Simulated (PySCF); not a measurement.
C₄H₁₃FN₂Si₂.
SMILES with atom numbers: `[CH3:1][C@:2]1([CH2:3][SiH2:4][F:5])[CH2:6][NH:7][SiH2:8][NH:9]1`

Definitions: NICS(0) = −σiso at the ring centroid; NICS(1) = −σiso and NICS(1)zz = −σzz at ±1 Å along the ring normal z. Level: GIAO PBE0/pcSseg-1 (PySCF, non-relativistic, gas phase) on the GFN2-xTB geometry, one conformer.

Ring bond lengths (Å), with Mayer bond orders in brackets: C2–C6 1.536 (0.97), C6–N7 1.444 (0.96), N7–Si8 1.719 (0.98), Si8–N9 1.719 (0.96), N9–C2 1.452 (0.93).

Task: What do the NICS probes read (ppm)?

Result: 
| ring | type | NICS(0) | NICS(1), two faces | NICS(1)zz, two faces | rms pucker (Å) | centre to ring atoms, mean (Å) |
| --- | --- | --- | --- | --- | --- | --- |
| C2–C6–N7–Si8–N9 | 5-membered ring with 2 N and Si; formal bonds all single | -7.6 | -2.8 / -2.3 | -4.8 / -3.7 | 0.14 | 1.32 |

Task: What do they say, and how far can they be read as aromaticity?

Result: 
- C2–C6–N7–Si8–N9: mean NICS(1)zz -4.3 ppm, shielded. C2, C6, Si8 have four or more neighbours, and the NICS criterion for π rings isn't applied. NICS(0) lies 5 ppm below the mean NICS(1).

Task: At the second NICS(1) probe listed for ring C2–C6–N7–Si8–N9, 1 Å off the ring, how large is the induced field along the normal in 7.05 T applied along it?

Result: NICSzz × B0 = -3.7 ppm × 7.05 T = -26 μT, against the applied field.

Task: Give the inner angles of the rings and the Hirshfeld charges of the ring atoms.

Result: 
- C2–C6–N7–Si8–N9: C2 104.8° (+0.065 e), C6 106.8° (-0.024 e), N7 111.8° (-0.252 e), Si8 92.0° (+0.398 e), N9 113.0° (-0.240 e); sum 528.3° against 540° for a flat convex ring.

Task: How shielded are the nuclei of the rings and their hydrogens (means over atoms taken as equivalent)?

Result: 
```
   atoms                   environment  σ isotropic (ppm)  principal values of the symmetric part, first atom (ppm)
      C2  sp3 carbon bound to nitrogen              129.5                                       115.0, 123.2, 150.4
      C6  sp3 carbon bound to nitrogen              128.7                                       111.9, 125.9, 148.2
      N7        silicon-bound nitrogen              248.7                                       191.5, 244.2, 310.6
     Si8                  SiH2 silicon              373.3                                       350.4, 351.7, 417.7
      N9        silicon-bound nitrogen              211.6                                       168.0, 198.8, 268.1
 H on C6            methylene hydrogen              28.20                                          22.5, 27.9, 34.2
 H on C6            methylene hydrogen              28.46                                          24.6, 27.6, 33.2
 H on N7                  N–H hydrogen              31.81                                          22.4, 28.1, 44.9
H on Si8                 Si–H hydrogen              26.36                                          22.6, 23.7, 32.8
H on Si8                 Si–H hydrogen              26.38                                          22.4, 24.0, 32.8
 H on N9                  N–H hydrogen              32.25                                          25.0, 30.0, 41.8
```

Hardware: one thread of an Arm Neoverse V1, shared host with 64 logical CPUs at a one-minute load of 49. Cost: 59 s of wall time, 1.2 GiB resident at most. This is the whole shielding run at PBE0/pcSseg-1, SCF included.
